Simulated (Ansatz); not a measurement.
C2H7AlSSi, relaxed with RKS PBE-D4/def2-SVP in Ansatz from a rough embedded geometry. The force threshold is 0.03 eV/Å; the program also tests the step.

The species carries charge 0 and has multiplicity 1. The bonds changed during the relaxation, so this is another structure than the one it started from.

Start:

```xyz
12

C     0.485    0.894    1.640
Si   -0.475    0.639    0.138
Al   -1.445   -1.532   -0.027
C     0.209   -0.803   -0.903
S     0.070   -0.546   -2.623
H     0.572   -0.013    2.282
H     1.563    1.207    1.382
H     0.075    1.735    2.246
H    -0.648    1.750   -0.768
H    -2.804   -2.374   -0.253
H     1.179   -1.226   -0.451
H     1.218    0.269   -2.663
```

Q: By how much does the energy fall, and how many steps does the optimiser take? (An estimate is asked.)

A: Computed: 128.97 kJ/mol, in 12 steps, 1 of them rejected.

Q: Which bonds change most? (An estimate is asked.)

A: Computed: Al3–S5 from 3.164 to 2.402 Å; C1–Si2 from 1.800 to 1.893 Å; C4–S5 from 1.745 to 1.825 Å; Si2–H9 from 1.444 to 1.518 Å.

Q: Give the relaxed structure. (An estimate is asked.)

A: The calculation gave: 
```xyz
12

C     0.465    0.972    1.814
Si   -0.176    0.680    0.058
Al   -1.513   -1.161   -0.510
C     0.501   -0.941   -0.711
S    -0.085   -1.038   -2.437
H     0.394    0.042    2.412
H     1.524    1.302    1.801
H    -0.132    1.754    2.326
H     0.059    1.900   -0.815
H    -2.524   -2.391   -0.456
H     1.504   -1.382   -0.572
H    -0.017    0.263   -2.910
```
